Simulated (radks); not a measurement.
Neutral holmium, configuration [Xe] 4f(up 6.625, down 4.375) 6s2 (fractional occupations, a model configuration).

Method: non-relativistic Kohn-Sham, PBE, spin-polarised, spherical densities, point nucleus; relativity is left out, which matters for an element this heavy; computed with a radial shooting solver on a logarithmic mesh with Libxc functionals.

Energy parts (hartree):
| part | energy |
|---|---|
| total | -12068.6969 |
| kinetic | 12065.2147 |
| electron-nucleus | -28693.8992 |
| Hartree | 4819.0420 |
| exchange-correlation | -259.0545 |

Orbitals (lengths in bohr, moments of r in powers of bohr; r(90%) holds 90 % of the orbital's charge):
orbital   occ.  eigenvalue (hartree)  r(90%)
1s up        1             -1903.635  0.0402
1s down      1             -1903.635  0.0402
2s up        1             -305.9403   0.147
2s down      1             -305.9389   0.147
2p up        3             -291.7845   0.132
2p down      3             -291.7837   0.132
3s up        1             -67.85711   0.360
3s down      1             -67.81463   0.360
3p up        3             -61.47319   0.353
3p down      3             -61.43463   0.352
3d up        5             -49.57817   0.324
3d down      5             -49.55061   0.324
4s up        1             -13.05585   0.798
4s down      1             -12.98239   0.798
4p up        3             -10.51041   0.825
4p down      3             -10.43726   0.825
4d up        5              -5.94409   0.898
4d down      5              -5.87155   0.899
5s up        1              -1.59163    1.99
5s down      1              -1.56273    2.01
5p up        3              -0.92500    2.31
5p down      3              -0.90301    2.33
4f up    6.625              -0.29387    1.38
4f down  4.375              -0.22946    1.42
6s up        1              -0.13028    6.43
6s down      1              -0.12856    6.47

The highest occupied level is 6s down at -3.498 eV. The density falls to 0.001 e/bohr^3 at r = 5.28 bohr. Spin moment in Bohr magnetons: 2.25. The spin density at the nucleus is 0.202 e/bohr^3 (1s 0.001, 2s -0.157, 3s -1.784, 4s 0.559, 5s 1.462, 6s 0.120). Summed over all electrons, <r^2> = 82.25 bohr^2, which gives a Langevin (diamagnetic) susceptibility term of -65.1 x 10^-6 cm^3/mol. Virial ratio -V/T = 2.00029.
